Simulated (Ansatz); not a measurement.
The same redistribution along the group O, S, Se.

Gas-phase electronic energies from Ansatz, PBE0-D4/def2-TZVP geometries. CBS: MP2 limit from def2 TZ/QZ plus the TZ coupled-cluster correction, frozen cores. Functionals use def2-TZVPP. For Ge, Se outer-core shells are correlated without core-valence functions, which leaves a few kJ/mol of doubt a bond. Scalar relativity is left out up to krypton.

```
                                       reaction  CCSD(T)/CBS(def2) (kJ/mol)
  `B[O][GeH3]` + `CBCl` → `C[O][GeH3]` + `BBCl`                         268
  `B[S][GeH3]` + `CBCl` → `C[S][GeH3]` + `BBCl`                           ?
`B[Se][GeH3]` + `CBCl` → `C[Se][GeH3]` + `BBCl`                         165
```

(1) Fill in the missing values. (Estimate.)

Largest T1 diagnostic: 0.014, for `B[S][GeH3]`.

Results:

(1) Computed: `B[S][GeH3]` + `CBCl` → `C[S][GeH3]` + `BBCl`: +176.1 kJ/mol.
